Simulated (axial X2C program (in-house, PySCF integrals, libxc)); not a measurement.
**What spin–orbit coupling does to SnB**

Calculated with an axial X2C code built on PySCF integrals. Spin-free means the one-electron spin-free X2C Hamiltonian; two-component (2c) means X2C with spin–orbit coupling and atomic mean-field two-electron Coulomb and Gaunt terms, so the difference of the two also holds small scalar two-electron terms. Basis: Sn dyall-cv3z [11s12p9d4f1g], B dyall-v3z [7s6p2d1f] (cores contracted in-house); Gaussian nuclei, density fitting, unrestricted open shells. Masses: Sn 119.902 u, B 11.009 u.

Spin-free state: M_S = 3/2, Λ = 0 (beyond evenly filled blocks: σα, π+α, π-α); fragments Sn + B.

| level | Re (Å) | ωe (cm⁻¹) | De (eV) | μ (D) |
| --- | --- | --- | --- | --- |
| PBE0 | 2.175 | 559.7 | 2.774 | -1.42 |

Dipoles are positive if B is the positive end.

Two-component determinant lowest at the distance of the search:

Ω = 3/2 (⟨Sz⟩ = 1.49, ⟨Lz⟩ = 0.01 at PBE0); fragments Sn + B.

```json
{"level": "PBE0", "Re (Å)": "2.175", "ωe (cm⁻¹)": "556.3", "μ (D)": "-1.43"}
```

(1) From the two tables, how do the constants change at the PBE0 level (2c against spin-free)?

Occupations by symmetry block were frozen at the best pattern of an incomplete PBE0 search. Dissociation energies refer to the lowest single-determinant-based atoms at the same level and basis. De is not given where an atomic determinant may have missed its ground term or J level, or where the truncated virtual space spoils (T). Density functionals use the spin component along the axis (collinear). Other states lie close and PBE0, whose exact exchange favours high spin, may order them wrongly; the determinant shown need not be the ground state. The nearest other spin-free determinant of the search, M_S = 1/2, Λ = 0, lies 0.32 eV up at the distance of the search. The functionals have no current-density term, which raises determinants with orbital currents, atoms included. With several unpaired electrons one determinant need not be a pure state. This is the top spin component of a Σ state; components of lower Ω are not single determinants and can lie lower.

Results:

(1) At the PBE0 level Re is unchanged within 0.001 Å and ωe falls by 3.4 cm⁻¹.
